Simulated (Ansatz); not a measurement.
```xyz
12

F     2.619   -0.548    0.516
C     1.280   -0.856    0.401
C     0.635    0.186   -0.486
O    -0.723   -0.185   -0.736
C    -1.658    0.498   -0.069
F    -2.838   -0.015   -0.365
F    -1.491    0.437    1.263
F    -1.670    1.799   -0.388
H     0.835   -0.861    1.398
H     1.185   -1.849   -0.045
H     0.693    1.177   -0.033
H     1.134    0.217   -1.455
```

The species carries charge 0 and has multiplicity 1.

Question: List the ωB97M-V/def2-TZVPP orbital energies in eV (Ansatz 0.2.0). (Best estimate.)

Answer: Ansatz gave: Occupied: -678.95, -678.90, -678.86, -677.67, -527.97, -289.84, -283.95, -283.81, -40.24, -37.67, -37.48, -36.65, -33.83, -25.27, -22.69, -21.43, -20.12, -20.08, -19.54, -17.51, -17.05, -16.72, -16.45, -16.20, -15.71, -15.53, -15.23, -14.84, -14.66, -13.61, -13.51, -12.44, -11.88. Lowest empty: 2.85, 3.15, 3.73, 3.85, 5.09, 5.47, 5.67, 6.27.
